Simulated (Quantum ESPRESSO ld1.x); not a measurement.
Input (ld1.x (Quantum ESPRESSO 7.5)):

```
 &input
    atom='Mn',
    iswitch=1,
    rel=1,
    lsd=1,
    dft='PZ',
    config='[Ar] 3d5 4s2',
    verbosity='high',
    prefix='ld1',
    max_out_wfc=37,
    file_charge='ld1.rho',
 /
```

Command: `OMP_NUM_THREADS=1 ld1.x < ld1.in > ld1.out`

Standard output:

```
     Program LD1 v.7.5 starts

     --------------------------- All-electron run ----------------------------

     scalar relativistic calculation

     atomic number is 25.00
     dft =PZ   lsd =1 sic =0 latt =0  beta=0.20 tr2=1.0E-14
     Exchange-correlation= PZ
                           (   1   1   0   0   0   0   0)
     mesh =1979 r(mesh) =  99.99540 a.u. xmin = -8.00 dx = 0.00800
     1 Ry =  13.60569312 eV, c = 137.03599908

     n l     nl                  e(Ry)          e(Ha)          e(eV)
     1 0     1S 1( 1.00)    -471.389306933    -235.694653466  -6413.5782516
     2 0     2S 1( 1.00)     -54.543059508     -27.271529754   -742.0961297
     2 1     2P 1( 3.00)     -46.262544646     -23.131272323   -629.4339855
     3 0     3S 1( 1.00)      -6.378582299      -3.189291149    -86.7850333
     3 1     3P 1( 3.00)      -4.104646457      -2.052323228    -55.8465601
     3 2     3D 1( 5.00)      -0.606661616      -0.303330808     -8.2540518
     4 0     4S 1( 1.00)      -0.416884511      -0.208442256     -5.6720027
     1 0     1S 2( 1.00)    -471.388073441    -235.694036720  -6413.5614691
     2 0     2S 2( 1.00)     -54.383902869     -27.191951435   -739.9306933
     2 1     2P 2( 3.00)     -46.139265253     -23.069632627   -627.7566840
     3 0     3S 2( 1.00)      -6.027338488      -3.013669244    -82.0061178
     3 1     3P 2( 3.00)      -3.762228399      -1.881114200    -51.1877251
     3 2     3D 2( 0.00)      -0.311139546      -0.155569773     -4.2332692
     4 0     4S 2( 1.00)      -0.344248857      -0.172124429     -4.6837443

     final scf error:  1.0E-14 reached in  31 iterations

     Etot =   -2312.647719 Ry,   -1156.323860 Ha,  -31465.175167 eV
     Total magnetization:    5.00 Bohr mag.

     Ekin =    2337.085849 Ry,    1168.542925 Ha,   31797.672869 eV
     Encl =   -5526.119006 Ry,   -2763.059503 Ha,  -75186.679355 eV
     Eh   =     976.292745 Ry,     488.146373 Ha,   13283.139489 eV
     Exc  =     -99.907308 Ry,     -49.953654 Ha,   -1359.308170 eV

     normalization and overlap integrals

     s(1S/1S) =  1.000000  <r> =   0.0610  <r2> =    0.0050  r(max) =   0.0400
     s(1S/2S) = -0.002893
     s(1S/3S) = -0.001068
     s(1S/4S) = -0.000289
     s(2S/2S) =  1.000000  <r> =   0.2804  <r2> =    0.0928  r(max) =   0.2325
     s(2S/3S) = -0.000603
     s(2S/4S) = -0.000160
     s(2P/2P) =  1.000000  <r> =   0.2477  <r2> =    0.0755  r(max) =   0.1888
     s(2P/3P) = -0.000478
     s(3S/3S) =  1.000000  <r> =   0.8527  <r2> =    0.8401  r(max) =   0.7357
     s(3S/4S) = -0.000092
     s(3P/3P) =  1.000000  <r> =   0.9042  <r2> =    0.9654  r(max) =   0.7536
     s(3D/3D) =  1.000000  <r> =   1.1928  <r2> =    1.9007  r(max) =   0.7536
     s(4S/4S) =  1.000000  <r> =   2.9921  <r2> =   10.3904  r(max) =   2.4427
     s(1S/1S) =  1.000000  <r> =   0.0610  <r2> =    0.0050  r(max) =   0.0400
     s(1S/2S) = -0.002898
     s(1S/3S) = -0.001061
     s(1S/4S) = -0.000257
     s(2S/2S) =  1.000000  <r> =   0.2799  <r2> =    0.0925  r(max) =   0.2325
     s(2S/3S) = -0.000601
     s(2S/4S) = -0.000143
     s(2P/2P) =  1.000000  <r> =   0.2471  <r2> =    0.0751  r(max) =   0.1888
     s(2P/3P) = -0.000474
     s(3S/3S) =  1.000000  <r> =   0.8564  <r2> =    0.8482  r(max) =   0.7357
     s(3S/4S) = -0.000081
     s(3P/3P) =  1.000000  <r> =   0.9115  <r2> =    0.9833  r(max) =   0.7536
     s(3D/3D) =  1.000000  <r> =   1.3500  <r2> =    2.5912  r(max) =   0.7719
     s(4S/4S) =  1.000000  <r> =   3.2362  <r2> =   12.1920  r(max) =   2.6042

     ------------------------ End of All-electron run ------------------------
```

Run on one thread of a shared host, so times are rough (Intel(R) Xeon(R) Processor @ 2.60GHz): 0.63 s of CPU time, 0.97 s wall, 31 iterations on 1979 mesh points.
